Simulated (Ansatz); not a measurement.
PbCl4. Charge 0, multiplicity 1. Geometry PBE-D4/def2-SVP, basis def2-TZVP, Ansatz.

```csv
run,HOMO (eV),LUMO (eV)
A,-12.66,-3.45
B,-8.29,-5.99
C,-11.17,-4.46
D,-8.45,-6.25
E,-9.37,-5.74
F,-12.26,-3.49
```

In the def2 sets Pb takes a core potential; there is no spin–orbit coupling. LC-ωPBE has ω = 0.4 bohr⁻¹. HSE06 is defined as in plane-wave codes, on full-range PBE exchange.

Q: The runs used CAM-B3LYP, HSE06, LC-ωPBE, LDA (SPW92), PBE, ωB97X-V. Estimate which is which.

A: A LC-ωPBE (range-separated); B PBE (0 % exact exchange); C CAM-B3LYP (range-separated); D LDA (SPW92) (0 % exact exchange); E HSE06 (range-separated); F ωB97X-V (range-separated). Exact exchange lowers occupied and raises empty levels; among semilocal functionals meta-GGAs tend to open the gap a little, and such runs are hard to tell apart. The gap grows from 2.20 eV (LDA (SPW92)) to 9.21 eV (LC-ωPBE).
